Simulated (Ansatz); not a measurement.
Consider the ligand exchange at the Al–Br bond: `[OH][Al]([Br])[Br]` + HCl → `[OH][Al]([Cl])[Br]` + HBr.

Computed with Ansatz on PBE0-D4/def2-TZVP structures; ΔE is electronic, products minus reactants. CCSD(T)/CBS is the MP2 limit (def2-TZVPP, def2-QZVPP) plus CCSD(T) − MP2 in def2-TZVPP, frozen cores. This one scheme is used for every species. Functionals use def2-TZVPP. For Br outer-core shells are correlated without core-valence functions, which leaves a few kJ/mol of doubt a bond. Scalar relativity is left out up to krypton. One conformer a species, not always the lowest.

| level | ΔE (kcal/mol) |
| --- | --- |
| PBE-D4 | -0.1 |
| CAM-B3LYP-D4 | -0.7 |

**Question.** What does CCSD(T)/CBS give? (Best estimate.)

**Answer.** Computed: +0.2 kcal/mol. The listed levels differ from it by -0.3, -0.9 kcal/mol.

Largest T1 diagnostic among the species: 0.009.

Leaving LDA and LC-ωPBE aside and taking each functional with its dispersion term where it has one, the values, not all of them listed here, spread over 1.5 kcal/mol, from B97M-V to PBE-QIDH. At CCSD(T), def2-SVP lies −1.3 kcal/mol from the extrapolated value and def2-TZVPP −0.3 kcal/mol.
